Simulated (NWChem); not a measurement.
System: AlBrCl₂; SMILES [Cl][Al]([Cl])[Br]

Input file for NWChem:

```
start job
memory heap 200 mb stack 900 mb global 1100 mb
geometry units angstroms noautoz
  Al     0.000000     0.000000    -0.511199
  Cl     0.000000     1.797049    -1.561059
  Cl     0.000000    -1.797049    -1.561059
  Br     0.000000     0.000000     1.716534
end
basis spherical
  * library 6-31g*
end
dft
  xc xpbe96 cpbe96
  iterations 150
  mulliken
end
task dft gradient
```

Output (shortened):

```
             Northwest Computational Chemistry Package (NWChem) 7.3.0
             --------------------------------------------------------

 C2V symmetry detected

                             Geometry "geometry" -> ""
                             -------------------------

 Output coordinates in angstroms (scale by  1.889725989 to convert to a.u.)

  No.       Tag          Charge          X              Y              Z
 ---- ---------------- ---------- -------------- -------------- --------------
    1 Al                  13.0000     0.00000000     0.00000000    -0.51555384
    2 Cl                  17.0000     0.00000000     1.79704900    -1.56541384
    3 Cl                  17.0000     0.00000000    -1.79704900    -1.56541384
    4 Br                  35.0000     0.00000000     0.00000000     1.71217916

 Effective nuclear repulsion energy (a.u.)     431.4832574223

      Symmetry information
      --------------------

 Group name             C2v
 Group number             16
 Group order               4
 No. of unique centers     3

  pbe96 is a nonlocal functional; adding pw91lda local functional.

                                 NWChem DFT Module
                                 -----------------

 Summary of "ao basis" -> "ao basis" (spherical)
 ------------------------------------------------------------------------------
       Tag                 Description            Shells   Functions and Types
 ---------------- ------------------------------  ------  ---------------------
 Al                          6-31g*                  8       18   4s3p1d
 Cl                          6-31g*                  8       18   4s3p1d
 Br                          6-31g*                 12       32   5s4p3d

      Symmetry analysis of basis
      --------------------------

        a1         37
        a2          9
        b1         16
        b2         24

            General Information
            -------------------
          SCF calculation type: DFT
          Wavefunction type:  closed shell.
          No. of atoms     :     4
          No. of electrons :    82
           Alpha electrons :    41
            Beta electrons :    41
          Charge           :     0
          Spin multiplicity:     1
          Use of symmetry is: on ; symmetry adaption is: on
          Maximum number of iterations: 150
          AO basis - number of functions:    86
                     number of shells:    36
          Convergence on energy requested:  1.00D-06
          Convergence on density requested:  1.00D-05
          Convergence on gradient requested:  5.00D-04

              XC Information
              --------------
          PerdewBurkeErnzerhof Exchange Functional  1.000
            Perdew 1991 LDA Correlation Functional  1.000 local
           PerdewBurkeErnz. Correlation Functional  1.000 non-local

             Grid Information
             ----------------
          Grid used for XC integration:  medium
          Radial quadrature: Mura-Knowles
          Angular quadrature: Lebedev.
          Tag              B.-S. Rad. Rad. Pts. Rad. Cut. Ang. Pts.
          ---              ---------- --------- --------- ---------
          Al                  1.25       88           9.0       590
          Cl                  1.00       88          11.0       590
          Br                  1.15      112          10.0       590
          Grid pruning is: on
          Number of quadrature shells:   288
          Spatial weights used:  Erf1

      Superposition of Atomic Density Guess
      -------------------------------------

 Sum of atomic energies:       -3732.84709467

      Non-variational initial energy
      ------------------------------

 Total energy =   -3733.546997
 1-e energy   =   -6048.780726
 2-e energy   =    1883.750472
 HOMO         =      -0.412808
 LUMO         =      -0.021617

      Symmetry analysis of molecular orbitals - initial
      -------------------------------------------------

  Numbering of irreducible representations:

     1 a1          2 a2          3 b1          4 b2

  Orbital symmetries:

     1 a1          2 b2          3 a1          4 a1          5 a1
     6 b2          7 b1          8 a1          9 a1         10 b2
    11 a1         12 a1         13 b2         14 a1         15 b1
    16 b2         17 a2         18 a1         19 b2         20 b1
    21 a1         22 a1         23 b2         24 b1         25 b2
    26 a1         27 a2         28 a1         29 b1         30 a1
    31 b2         32 a1         33 a1         34 b2         35 a1
    36 b1         37 a2         38 b2         39 a1         40 b1
    41 b2         42 a1         43 b1         44 b2         45 a1
    46 a1         47 b1         48 a1         49 b2         50 a1
    51 b2

     ---------------------------------------------
      Total Density - Mulliken Population Analysis
     ---------------------------------------------

    Atom       Charge   Shell Charges
 -----------   ------   -------------------------------------------------------
    1 Al  13    11.78   2.00  2.00  5.97  0.68  0.75  0.10  0.09  0.19
    2 Cl  17    17.42   2.00  2.00  5.98  1.38  3.73  0.55  1.77  0.01
    3 Cl  17    17.42   2.00  2.00  5.98  1.38  3.73  0.55  1.77  0.01
    4 Br  35    35.39   2.00  2.00  6.00  2.00  5.99  1.56  3.94  0.37  1.52  6.97  2.93  0.12

   convergence    iter        energy       DeltaE   RMS-Dens  Diis-err
 ---------------- ----- ----------------- --------- --------- ---------
 d= 0,ls=0.0,diis     1  -3735.8558465509 -4.17D+03  1.89D-02  5.86D-01
 d= 0,ls=0.0,diis     2  -3735.7816814452  7.42D-02  1.31D-02  9.00D-01
 d= 0,ls=0.0,diis     3  -3735.9167494581 -1.35D-01  2.70D-03  4.43D-02
 d= 0,ls=0.0,diis     4  -3735.9242727860 -7.52D-03  4.74D-04  7.45D-04
 d= 0,ls=0.0,diis     5  -3735.9243816101 -1.09D-04  1.32D-04  7.37D-05
  Resetting Diis
 d= 0,ls=0.0,diis     6  -3735.9243916653 -1.01D-05  3.82D-05  8.54D-06
 d= 0,ls=0.0,diis     7  -3735.9243924565 -7.91D-07  2.45D-05  5.86D-07
 d= 0,ls=0.0,diis     8  -3735.9243923294  1.27D-07  1.49D-05  1.35D-06
 d= 0,ls=0.0,diis     9  -3735.9243925606 -2.31D-07  7.39D-07  8.45D-09

         Total DFT energy =    -3735.924392560555
      One electron energy =    -6050.022955336513
           Coulomb energy =     2048.284891112728
    Exchange-Corr. energy =     -165.669585759057
 Nuclear repulsion energy =      431.483257422288

 Numeric. integr. density =       82.000000277789

                  Occupations of the irreducible representations
                  ----------------------------------------------

                     irrep           alpha         beta
                     --------     --------     --------
                     a1               19.0         19.0
                     a2                3.0          3.0
                     b1                7.0          7.0
                     b2               12.0         12.0

                       DFT Final Molecular Orbital Analysis
                       ------------------------------------

 Vector   39  Occ=2.000000D+00  E=-3.054390D-01  Symmetry=b2
              MO Center= -4.3D-15,  1.1D-13, -7.3D-01, r^2= 5.4D+00
   Bfn.  Coefficient  Atom+Function         Bfn.  Coefficient  Atom+Function
  ----- ------------  ---------------      ----- ------------  ---------------
    66      0.365124  4 Br py                26      0.341339  2 Cl py
    44      0.341339  3 Cl py                27      0.290007  2 Cl pz
    45     -0.290007  3 Cl pz                30      0.173329  2 Cl py
    48      0.173329  3 Cl py                62     -0.164970  4 Br py
    31      0.153755  2 Cl pz                49     -0.153755  3 Cl pz

 Vector   40  Occ=2.000000D+00  E=-2.927470D-01  Symmetry=b1
              MO Center=  1.1D-14,  5.5D-15,  1.3D+00, r^2= 2.9D+00
   Bfn.  Coefficient  Atom+Function         Bfn.  Coefficient  Atom+Function
  ----- ------------  ---------------      ----- ------------  ---------------
    65      0.721152  4 Br px                61     -0.325479  4 Br px
    69      0.319067  4 Br px                25     -0.178407  2 Cl px
    43     -0.178407  3 Cl px                29     -0.104381  2 Cl px
    47     -0.104381  3 Cl px                57      0.097751  4 Br px
    21      0.070036  2 Cl px                39      0.070036  3 Cl px

 Vector   41  Occ=2.000000D+00  E=-2.811379D-01  Symmetry=b2
              MO Center= -1.1D-17,  1.7D-14,  7.2D-01, r^2= 4.6D+00
   Bfn.  Coefficient  Atom+Function         Bfn.  Coefficient  Atom+Function
  ----- ------------  ---------------      ----- ------------  ---------------
    66      0.666994  4 Br py                62     -0.299176  4 Br py
    70      0.284070  4 Br py                27     -0.273927  2 Cl pz
    45      0.273927  3 Cl pz                31     -0.150261  2 Cl pz
    49      0.150261  3 Cl pz                26     -0.110204  2 Cl py
    44     -0.110204  3 Cl py                23      0.106743  2 Cl pz

[...]

                         DFT ENERGY GRADIENTS

    atom               coordinates                        gradient
                 x          y          z           x          y          z
   1 Al      0.000000   0.000000  -0.974255    0.000000   0.000000   0.000192
   2 Cl      0.000000   3.395930  -2.958203    0.000000  -0.004650   0.002814
   3 Cl      0.000000  -3.395930  -2.958203    0.000000   0.004650   0.002814
   4 Br      0.000000   0.000000   3.235549    0.000000   0.000000  -0.005821
```

Level: PBE/6-31G* (spherical d). All runs use the structure optimised with PBE0/def2-SVP.
